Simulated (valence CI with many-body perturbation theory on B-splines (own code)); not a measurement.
Values are calculated unless marked as measured or tabulated.
# Eu²²⁺: magnetic and hyperfine properties of the levels

Method: configuration interaction combined with many-body perturbation theory (CI+MBPT): five valence electrons over a frozen Dirac-Fock core [Kr], a basis of 7 s, 7 p, 8 d, 6 f, 4 g, 1 h functions for each j, with the one-electron correlation potential Σ1, the two-electron term Σ2, the three-electron term Σ3, Breit, model QED; selected CI, second order for the rest, scaled by the run's own slope (own B-spline code, finite nucleus).

No measured spectrum was set against this ion. As an estimate, terms of the open shell hold to 2 to 4 % of their energy, and close levels can change places. Among the levels kept, up to 450 cm⁻¹ of a level comes from second order outside the variational space, and about a tenth of that is noise between levels of different J, which matters for small intervals. The list stops below the first excitations out of the core.

A/g_I is the dipole constant over the nuclear g factor μ/I (μ in nuclear magnetons, uniformly magnetised nucleus), B/Q the quadrupole constant per barn. Both hold the static response of the core; the bare values leave it out. Large factors of s and p1/2 electrons are usually good to 5 to 10 %; those of open d and f shells near neutrality can be off by tens of per cent, and small factors of p3/2, d and f electrons come from cancelling terms and can be off by a factor of two or in sign, in half-filled shells by more. B is blank for J = 1/2, where it vanishes, and for nearly pure S terms. Energies count from the lowest level.

Levels are named by their leading jj configuration (3d3/2^4 stands for four electrons in 3d with j = 3/2), which in mixed levels can hold well under half, so a name can repeat and another be missing. Letters in brackets count levels of one name in rising energy.

```csv
Level,E (cm⁻¹),g,A/g_I (MHz),A/g_I bare,B/Q (MHz/b),B/Q bare
(4d3/2^4 4d5/2) J=5/2,0.0,1.711,909,1910,2980,2820
(4d3/2^3 4d5/2^2) J=5/2 [a],39550,1.159,3540,3670,6110,5820
(4d3/2^3 4d5/2^2) J=7/2 [a],64474,1.138,4920,5020,8090,7720
(4d3/2^3 4d5/2^2) J=3/2 [a],66998,1.277,5340,5650,6730,6430
(4d3/2^3 4d5/2^2) J=11/2,69418,1.161,5910,6030,-117,-144
(4d3/2^3 4d5/2^2) J=9/2,75616,1.159,5340,5470,7250,6920
(4d3/2^3 4d5/2^2) J=5/2 [b],76959,1.119,5140,5200,1970,1890
(4d3/2^3 4d5/2^2) J=1/2,82113,1.787,-2780,-1640,,
(4d3/2^3 4d5/2^2) J=7/2 [b],93723,1.149,5910,6010,-5080,-4840
(4d3/2^2 4d5/2^3) J=5/2 [a],101090,1.220,3650,3880,-69.0,-67.9
(4d3/2^2 4d5/2^3) J=7/2 [a],110650,1.198,4590,4780,-3710,-3540
(4d3/2^2 4d5/2^3) J=11/2,113820,1.052,6280,6230,440,427
(4d3/2^3 4d5/2^2) J=3/2 [b],114760,0.822,10700,10300,-6550,-6260
(4d3/2^2 4d5/2^3) J=9/2 [a],119340,1.149,5230,5330,-1410,-1360
(4d3/2^2 4d5/2^3) J=1/2 [a],119720,0.716,13600,13000,,
(4d3/2^2 4d5/2^3) J=3/2 [a],125530,1.182,5100,5250,833,790
(4d3/2^2 4d5/2^3) J=13/2,125930,1.075,6530,6510,-8.32,0.407
(4d3/2^2 4d5/2^3) J=5/2 [b],130550,1.012,6940,6820,-1800,-1700
(4d3/2^2 4d5/2^3) J=9/2 [b],144060,1.109,5890,5930,763,730
(4d3/2^2 4d5/2^3) J=7/2 [b],147610,0.991,7980,7830,-544,-518
(4d3/2^2 4d5/2^3) J=5/2 [c],150040,1.036,6820,6740,1950,1850
(4d3/2^2 4d5/2^3) J=3/2 [b],157730,0.792,10300,9830,652,641
(4d3/2^2 4d5/2^3) J=7/2 [c],164290,1.066,7090,7060,2070,1980
(4d3/2^2 4d5/2^3) J=1/2 [b],165030,1.884,-3250,-1960,,
(4d3/2 4d5/2^4) J=5/2 [a],165770,1.209,3040,3250,-4770,-4550
(4d3/2^2 4d5/2^3) J=9/2 [c],178860,1.100,5970,5990,5430,5200
(4d3/2 4d5/2^4) J=7/2 [a],182910,1.195,4470,4650,-11400,-10900
(4d3/2 4d5/2^4) J=11/2,189230,1.067,6380,6360,-310,-254
(4d3/2 4d5/2^4) J=3/2 [a],194040,0.874,7200,6870,-7160,-6840
(4d3/2 4d5/2^4) J=5/2 [b],206130,1.125,5480,5550,5940,5680
(4d3/2 4d5/2^4) J=9/2,209760,1.110,5660,5700,-12000,-11500
(4d3/2^2 4d5/2^3) J=5/2 [d],217220,1.103,5120,5160,-2360,-2230
(4d3/2^2 4d5/2^3) J=3/2 [c],219250,1.221,5110,5330,-5060,-4840
(4d3/2 4d5/2^4) J=7/2 [b],222780,0.962,7540,7350,10600,10100
(4d3/2 4d5/2^4) J=1/2,247310,0.940,-53.1,-255,,
(4d5/2^5) J=5/2,272340,1.174,4410,4560,-9950,-9500
(4d3/2 4d5/2^4) J=3/2 [b],277350,0.882,10500,10200,10600,10100
```

Task: Take the isotope of mass number 151, with I = 5/2, μ = 3.4635 μN and Q = 0.903 b. What is the hyperfine structure of (4d3/2^3 4d5/2^2) J=5/2 [b]?

Result: From the table A = 7120 MHz, B = 1780 MHz. Shifts from the centre of gravity in MHz: F = 0: -61100, F = 1: -54400, F = 2: -40800, F = 3: -20100, F = 4: 8280, F = 5: 44900.
